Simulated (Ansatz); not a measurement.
C2H8BGeN can be A, `BC(=C)[NH][GeH3]`, or B, `B[N]([GeH3])C=C`.

Program: Ansatz. Geometries: PBE0-D4/def2-TZVP. ΔE: electronic, gas phase. CCSD(T)/CBS is the MP2 limit (def2-TZVPP, def2-QZVPP) plus CCSD(T) − MP2 in def2-TZVPP, frozen cores. Functionals use def2-TZVPP. B3LYP here is the variant with VWN-RPA as its local correlation; programs differ in this. For Ge outer-core shells are correlated without core-valence functions, which leaves a few kJ/mol of doubt a bond. Scalar relativity is left out up to krypton. Each species was taken in one conformer, which may not be the lowest.

(1) Which isomer does CCSD(T)/CBS put lower? Give the gap. (Best estimate.)

(2) Give E(B) − E(A) in kcal/mol with B2PLYP, r2SCAN-D4, B3LYP, PBE-D4, MP2/def2-TZVPP, B3LYP-D4, HF/def2-TZVPP. (Estimate.)

Largest T1 diagnostic: 0.013.

## Answers

(1) Computed: B, by 29.4 kcal/mol.

(2) The calculation gave: B2PLYP -28.9, r2SCAN-D4 -28.1, B3LYP -28.1, PBE-D4 -27.7, MP2/def2-TZVPP -30.1, B3LYP-D4 -28.5, HF/def2-TZVPP -28.1. None reverses the order clearly.

In def2-TZVPP, CCSD(T) changes the Hartree–Fock value by −1.7 kcal/mol (the triples alone add −0.0 kcal/mol) and MP2 by −2.0 kcal/mol.
